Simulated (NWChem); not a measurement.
System: CBr2Cl2; SMILES ClC(Cl)(Br)Br

Here is an NWChem input.

```
start job
memory heap 200 mb stack 900 mb global 1100 mb
geometry units angstroms noautoz
  Cl     0.000000    -1.443613    -1.423309
  C      0.000000     0.000000    -0.411716
  Cl     0.000000     1.443613    -1.423309
  Br     1.584164     0.000000     0.715560
  Br    -1.584164     0.000000     0.715560
end
basis spherical
  * library def2-tzvpd
end
dft
  xc m06-2x
  iterations 150
  semidirect filesize 400000000
  mulliken
end
task dft energy
```

Coordinates come from a PBE0/def2-SVP optimisation.

Problem. Give the results of this calculation. (M06-2X/def2-TZVPD.) Quantities: energy (Ha); highest occupied level (eV); orbital gap (eV); dipole (D).

Solution. 
* **energy (Ha)**: -6106.86
* **highest occupied level (eV)**: -9.65
* **orbital gap (eV)**: 8.24
* **dipole (D)**: 0.09
